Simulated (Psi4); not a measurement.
Cl₅Sb (SMILES [Cl][Sb]([Cl])([Cl])([Cl])[Cl]), singlet, at a GFN2-xTB geometry (core potentials on Sb). Base run: TPSS/def2-SVP run with Psi4.

Geometry (Å):
```xyz
6

Sb     0.0000     0.0000     0.0000
Cl     1.9695    -0.3640    -1.2327
Cl     1.0084    -1.0194     1.9122
Cl    -1.0084     1.0194    -1.9122
Cl    -1.6922    -1.6330     0.0219
Cl    -0.2773     1.9970     1.2108
```
Charge 0, spin multiplicity 1.
All else is at Psi4's defaults (density fitting).
Base energy -2540.64569 Eh.

Each row names what was changed in the base input (with any setting that the change needs).

```json
[
 {"change": "base", "ΔE vs base (mEh)": "0.000", "SCF cycles": "9", "grid points": "124454", "basis functions": "116"},
 {"change": "dft_radial_points = 35", "ΔE vs base (mEh)": "11.843", "SCF cycles": "9", "grid points": "59265", "basis functions": "116"},
 {"change": "damping_percentage = 20", "ΔE vs base (mEh)": "0.000", "SCF cycles": "21", "grid points": "124454", "basis functions": "116"},
 {"change": "dft_nuclear_scheme = stratmann", "ΔE vs base (mEh)": "-0.032", "SCF cycles": "9", "grid points": "114136", "basis functions": "116"},
 {"change": "e_convergence = 1e-8", "ΔE vs base (mEh)": "0.000", "SCF cycles": "10", "grid points": "124454", "basis functions": "116"},
 {"change": "puream = false", "ΔE vs base (mEh)": "-31.355", "SCF cycles": "9", "grid points": "124454", "basis functions": "123"},
 {"change": "dft_nuclear_scheme = becke", "ΔE vs base (mEh)": "0.042", "SCF cycles": "9", "grid points": "124205", "basis functions": "116"},
 {"change": "dft_basis_tolerance = 1e-8", "ΔE vs base (mEh)": "0.000", "SCF cycles": "9", "grid points": "121244", "basis functions": "116"},
 {"change": "dft_radial_scheme = multiexp", "ΔE vs base (mEh)": "0.019", "SCF cycles": "9", "grid points": "134665", "basis functions": "116"},
 {"change": "scf_type = out_of_core", "ΔE vs base (mEh)": "0.084", "SCF cycles": "9", "grid points": "124454", "basis functions": "116"},
 {"change": "dft_radial_scheme = becke", "ΔE vs base (mEh)": "0.022", "SCF cycles": "9", "grid points": "108816", "basis functions": "116"},
 {"change": "dft_spherical_points = 974", "ΔE vs base (mEh)": "-0.030", "SCF cycles": "9", "grid points": "399652", "basis functions": "116"},
 {"change": "scf_type = dfdirj+cosx", "ΔE vs base (mEh)": "0.000", "SCF cycles": "10", "grid points": "124454", "basis functions": "116"}
]
```
